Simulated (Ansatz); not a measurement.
Mulliken charges of `[SH][Zn][SH]` from r2SCAN/def2-TZVPP in Ansatz (PBE0-D4/def2-TZVP geometry).

```csv
atom,x (Å),y (Å),z (Å),charge (e)
S1,-0.727,0.314,-2.050,-0.299
Zn2,0.129,0.322,-0.065,0.380
S3,0.998,0.369,1.914,-0.299
H4,-1.883,-0.221,-1.620,0.109
H5,1.533,-0.858,1.779,0.109
```

Task: By hand: the dipole of these point charges (1 e Å = 4.8032 D).

Result: Σ q r = (-0.070, -0.199, 0.033) e Å, of length 0.214 e Å = 1.03 D.

Task: How does the dipole of the full density compare? (Best estimate.)

Result: Ansatz gave: (-0.069, -0.195, 0.033) e Å, 1.01 D; the point charges give 1.02 times that, at 0° from its direction.

Point charges leave out the atoms' own dipoles, such as those of lone pairs, and Mulliken's split depends on the basis, so the close match here is no proof of good charges.
